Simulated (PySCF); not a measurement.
**r2SCAN on Mn+ (manganese, charge +1)**

Configuration: [Ar] 3d5 4s1, high-spin 7S determinant. Computed with PySCF 2.14 in cc-pVDZ-DK, with scalar relativity by spin-free X2C-1e.

| Quantity | Value |
| --- | --- |
| Total energy | -1158.257 hartree |
| One-electron energy | -1587.272 hartree |
| Hartree (Coulomb) energy | 481.441 hartree |
| Exchange-correlation energy | -52.426 hartree |
| ⟨S²⟩ | 12.0001 |
| ⟨L²⟩ | 0.000 |
| Sum of ⟨r⟩ | 17.86 bohr |
| Sum of ⟨r²⟩ | 25.53 bohr² |
| Langevin diamagnetic susceptibility | -20.2 ×10⁻⁶ cm³/mol |
| Time after the integrals | 0.92 s of wall time on 1 thread of Intel(R) Xeon(R) 6975P-C (shared host) |

```tsv
shell	electrons	mean orbital energy (eV)	rms radius, mean of both spins (bohr)
1s α	1	-6455.1	0.0703
1s β	1	-6455.1	0.0703
2s α	1	-760.63	0.303
2s β	1	-757.93	0.303
2p α	3	-643.95	0.274
2p β	3	-641.86	0.274
3s α	1	-99.132	0.917
3s β	1	-92.303	0.917
3p α	3	-66.584	0.986
3p β	3	-59.757	0.986
3d α	5	-16.807	1.32
4s α	1	-12.837	2.93
```

Densities and radii are taken from the X2C orbitals without a picture-change correction, which distorts them close to the nucleus.
